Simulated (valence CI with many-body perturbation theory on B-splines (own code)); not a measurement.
Te39+: calculated level list

Method: relativistic CI+MBPT: three valence electrons over a frozen Dirac-Fock core [Ne], a basis of 9 s, 9 p, 8 d, 6 f, 3 g, 1 h functions for each j, with the one-electron correlation potential Σ1 (screened to all orders), the two-electron term Σ2, the three-electron term Σ3, Breit, model QED; selected single and double excitations, second order for the rest, scaled by the run's own slope (own B-spline code, finite nucleus).

The last digits are not significant, and no measured levels were compared; by estimate large intervals hold to a few tenths of a per cent, small ones and those within an open d or f shell to about a per cent.

Levels 1 to 34 of 34, with energies above the lowest level, (3s^2 3p1/2) J=1/2. "Leading %" is the weight of the configuration and term that name the level; weights of strongly mixed levels are sums over their largest components and can fall short, so below about 35 % the name and the second component can differ from the true leading terms, or belong to a minority configuration. In the jj column 3d3/2^4 stands for four electrons in 3d with j = 3/2. Lifetimes count E1, E2, E3, M1 and M2 decay at the calculated energies, and are blank where another channel may lead or the interval is too uncertain; long ones can be off by a factor of two.

| No. | Configuration | Term | J | E (Ry) | Leading % | g | Lifetime | Leading jj |
| --- | --- | --- | --- | --- | --- | --- | --- | --- |
| 1 | 3s²3p | ²P° | 1/2 | 0.000 | 99 | 0.658 |  | 3s^2 3p1/2 (99 %) |
| 2 | 3s²3p | ²P° | 3/2 | 5.086 | 98 | 1.328 | 640 ns | 3s^2 3p3/2 (98 %) |
| 3 | 3s3p² | ⁴P | 1/2 | 7.014 | 68 | 2.334 | 104 ps | 3s 3p1/2^2 (93 %) |
| 4 | 3s3p² | ⁴P | 3/2 | 10.916 | 93 | 1.675 | 981 ps | 3s 3p1/2 3p3/2 (98 %) |
| 5 | 3s3p² | ²D | 5/2 | 11.687 | 49 | 1.386 | 226 ps | 3s 3p1/2 3p3/2 (94 %) |
| 6 | 3s3p² | ²D | 3/2 | 12.772 | 64 | 0.921 | 13.1 ps | 3s 3p1/2 3p3/2 (83 %) |
| 7 | 3s3p² | ²P | 1/2 | 13.379 | 71 | 1.171 | 3.60 ps | 3s 3p1/2 3p3/2 (91 %) |
| 8 | 3s²3d | ²D | 5/2 | 15.903 | 42 | 1.343 | 550 ps | 3s 3p3/2^2 (57 %) |
| 9 | 3s²3d | ²D | 3/2 | 15.934 | 82 | 0.855 | 2.78 ps | 3s^2 3d3/2 (82 %) |
| 10 | 3s²3d | ²D | 5/2 | 17.641 | 54 | 1.254 | 5.61 ps | 3s^2 3d5/2 (54 %) |
| 11 | 3s3p² | ²S | 1/2 | 18.499 | 69 | 1.814 | 5.14 ps | 3s 3p3/2^2 (96 %) |
| 12 | 3s3p² | ²P | 3/2 | 18.857 | 66 | 1.193 | 2.62 ps | 3s 3p3/2^2 (92 %) |
| 13 | 3p³ | ²P° | 3/2 | 19.976 | 34 | 1.243 | 10.9 ps | 3p1/2^2 3p3/2 (79 %) |
| 14 | 3s3p3d | ⁴F° | 3/2 | 20.990 | 80 | 0.526 | 39.7 ps | 3s 3p1/2 3d3/2 (91 %) |
| 15 | 3s3p3d | ⁴F° | 5/2 | 21.489 | 56 | 1.057 | 137 ps | 3s 3p1/2 3d3/2 (88 %) |
| 16 | 3s3p3d | ⁴D° | 1/2 | 22.716 | 71 | 0.336 | 3.55 ps | 3s 3p1/2 3d3/2 (93 %) |
| 17 | 3s3p3d | ⁴P° | 5/2 | 22.750 | 32 | 1.314 | 14.8 ps | 3s 3p1/2 3d5/2 (91 %) |
| 18 | 3s3p3d | ⁴D° | 3/2 | 22.772 | 49 | 1.332 | 3.77 ps | 3s 3p1/2 3d3/2 (74 %) |
| 19 | 3s3p3d | ⁴F° | 7/2 | 23.157 | 61 | 1.257 | 24.8 ps | 3s 3p1/2 3d5/2 (89 %) |
| 20 | 3p³ | ⁴S° | 3/2 | 23.559 | 36 | 1.308 | 5.72 ps | 3s 3p1/2 3d5/2 (41 %) |
| 21 | 3s3p3d | ²F° | 5/2 | 23.616 | 23 | 1.177 | 12.7 ps | 3s 3p1/2 3d5/2 (78 %) |
| 22 | 3p³ | ²D° | 5/2 | 25.199 | 54 | 1.052 | 6.20 ps | 3p1/2 3p3/2^2 (54 %) |
| 23 | 3p³ | ²D° | 3/2 | 25.700 | 38 | 1.165 | 2.80 ps | 3p1/2 3p3/2^2 (55 %) |
| 24 | 3p³ | ²P° | 1/2 | 25.736 | 84 | 0.663 | 4.74 ps | 3p1/2 3p3/2^2 (84 %) |
| 25 | 3s3p3d | ⁴P° | 3/2 | 26.827 | 43 | 1.378 | 4.51 ps | 3s 3p3/2 3d3/2 (97 %) |
| 26 | 3s3p3d | ⁴D° | 5/2 | 26.838 | 55 | 1.291 | 3.66 ps | 3s 3p3/2 3d3/2 (83 %) |
| 27 | 3s3p3d | ⁴P° | 1/2 | 26.877 | 88 | 2.350 | 5.04 ps | 3s 3p3/2 3d3/2 (97 %) |
| 28 | 3s3p3d | ⁴D° | 7/2 | 26.967 | 55 | 1.325 | 5.36 ps | 3s 3p3/2 3d3/2 (64 %) |
| 29 | 3s3p3d | ⁴F° | 9/2 | 26.971 | 100 | 1.328 | 822 ns | 3s 3p3/2 3d5/2 (100 %) |
| 30 | 3s3p3d | ²D° | 3/2 | 27.909 | 46 | 1.131 | 6.00 ps | 3s 3p3/2 3d5/2 (69 %) |
| 31 | 3s3p3d | ²D° | 5/2 | 28.129 | 49 | 1.328 | 6.74 ps | 3s 3p3/2 3d5/2 (93 %) |
| 32 | 3s3p3d | ²D° | 3/2 | 28.635 | 41 | 1.114 | 2.67 ps | 3s 3p3/2 3d3/2 (58 %) |
| 33 | 3s3p3d | ²F° | 7/2 | 28.828 | 90 | 1.162 | 6.56 ps | 3s 3p3/2 3d5/2 (74 %) |
| 34 | 3s3p3d | ²F° | 5/2 | 29.213 | 76 | 0.927 | 2.17 ps | 3s 3p3/2 3d3/2 (89 %) |

The ionisation energy to 3s² ¹S0 of the next ion comes out as 2789.6 eV (NIST: 2788 ± 4 eV (theoretical)). All 34 levels together are meant to be complete up to 29.255 Ry.
